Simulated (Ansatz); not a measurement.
Consider the atomization: `C=[C]([GeH3])Br` → Br• + 2 C• + Ge• + 5 H•.

Computed with Ansatz on PBE0-D4/def2-TZVP structures; ΔE is electronic, products minus reactants. CCSD(T)/CBS adds triple-zeta CCSD(T) − MP2 to the extrapolated MP2 energy (def2 sets, frozen cores). This one scheme is used for every species, atoms too. DFT in def2-TZVPP. Open shells (•) are unrestricted, without spin–orbit coupling. Spin–orbit coupling would lower the free atoms: a little for C; clearly for Br, Ge. Bonds to Br, Ge are less sure, by a few kJ/mol each and by 10 to 20 or more in all where they break to atoms, as the def2 sets lack core-valence functions. Scalar relativity is left out up to krypton.

```csv
level,ΔE (kJ/mol)
r2SCAN,2987.3
PBE0,2966.2
SCS-MP2/def2-TZVPP,2940.3
HF/def2-QZVPP,2155.4
```

**Question.** What does CCSD(T)/CBS give? (An estimate is asked.)

**Answer.** Ansatz gave: +2990.8 kJ/mol. The listed levels differ from it by -3.5, -24.6, -50.5, -835.4 kJ/mol.

Largest T1 diagnostic among the species: 0.011.

In def2-TZVPP, CCSD(T) changes the Hartree–Fock value by +770.2 kJ/mol (the triples alone add +51.2 kJ/mol) and MP2 by +800.3 kJ/mol; breaking electron pairs costs correlation energy, which Hartree–Fock lacks. The D4 term adds +34.3 kJ/mol with B3LYP and +17.8 kJ/mol with PBE0; it sums over pairs of atoms, weighted by their polarisabilities, and B3LYP, whose exchange is more repulsive, gets the larger term.

B3LYP here is the variant with VWN-RPA as its local correlation; programs differ in this.

For atomizations the MP2-based limit and the directly extrapolated one differ by several kJ/mol either way, and by 10 to 25 for some Ge, Se and Sn compounds, so smaller differences from it don't rank the levels.
